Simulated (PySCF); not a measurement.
I₆Y₂, SMILES [Y]12([I][Y]2([I])([I])[I]1)([I])[I] (connectivity only; charge and spin as stated), neutral, multiplicity 1.

Geometry: B3LYP-D3(BJ)/def2-SVP. The spin state was assumed, not searched. The def2 effective core potentials stand for the cores of I, Y; spin–orbit coupling is left out.

All values below come from PySCF with CAM-B3LYP/def2-SVP.

Symmetry labels are those of the subgroup D2h that the program uses (full group D2h).

Q: List the valence orbital energies around the gap with their symmetry. (The exact figures need the calculation; the answer reports its results.)

A: 
```tsv
orbital	symmetry	energy (eV)
HOMO−7	Ag	-9.45
HOMO−6	B1u	-9.44
HOMO−5	Au	-9.32
HOMO−4	B2g	-9.27
HOMO−3	B3u	-9.25
HOMO−2	B1g	-9.16
HOMO−1	B3g	-9.02
HOMO	B2u	-8.95
LUMO	Ag	-2.36
LUMO+1	Au	-1.42
LUMO+2	B2g	-1.21
LUMO+3	B2u	-1.10
```
